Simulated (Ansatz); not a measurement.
Reaction (hydrogenolysis of a B–Cl bond): `[SiH3]B(Cl)Cl` + H₂ → `[SiH3]BCl` + HCl

Calculated with Ansatz (gas phase, PBE0-D4/def2-TZVP geometries, no zero-point term in ΔE). CCSD(T)/CBS adds triple-zeta CCSD(T) − MP2 to the extrapolated MP2 energy (def2 sets, frozen cores). This one scheme is used for every species. DFT in def2-TZVPP. HSE06 is defined as in plane-wave codes.

`[SiH3]B(Cl)Cl`:

Z-matrix (Å, degrees):
```
Si
B 1 2.020
H 1 1.488 2 108.8
H 1 1.488 2 108.8 3 117.9
H 1 1.485 2 111.9 3 -121.0
Cl 2 1.745 1 119.4 3 -59.1
Cl 2 1.743 1 122.1 3 120.9
```

H₂:

```xyz
2

H     0.057    0.237    0.282
H    -0.057   -0.237   -0.282
```

`[SiH3]BCl`:

Z-matrix (Å, degrees):
```
Si
B 1 2.016
H 1 1.486 2 113.0
H 1 1.490 2 108.8 3 121.4
H 1 1.490 2 109.0 3 -121.5
Cl 2 1.739 1 121.6 3 -0.7
H 2 1.194 1 122.6 3 179.4
```

HCl:

Cartesian coordinates in Å:
```
Cl 0.612 0.183 0.008
H -0.612 -0.183 -0.008
```

```csv
level,ΔE (kJ/mol)
LDA (SPW92),82.0
B97M-V,75.4
PBE-QIDH,73.6
revPBE,72.6
PBE0,70.6
HSE06,70.9
BHLYP,60.3
MP2/def2-TZVPP,80.8
```

**Question.** What does CCSD(T)/CBS give? (Estimate.)

**Answer.** The calculation gave: +72.7 kJ/mol. The listed levels differ from it by 9.3, 2.7, 0.9, -0.1, -2.1, -1.8, -12.4, 8.1 kJ/mol.

Largest T1 diagnostic among the species: 0.014.

Leaving LDA and LC-ωPBE aside and taking each functional with its dispersion term where it has one, the values, not all of them listed here, spread over 15.9 kJ/mol, from BHLYP-D4 to revPBE-D4. LDA lies +6.2 kJ/mol from PBE without D4. From BLYP to BHLYP (50 % exact exchange), in def2-TZVPP and without D4, ΔE moves by −7.6 kJ/mol.
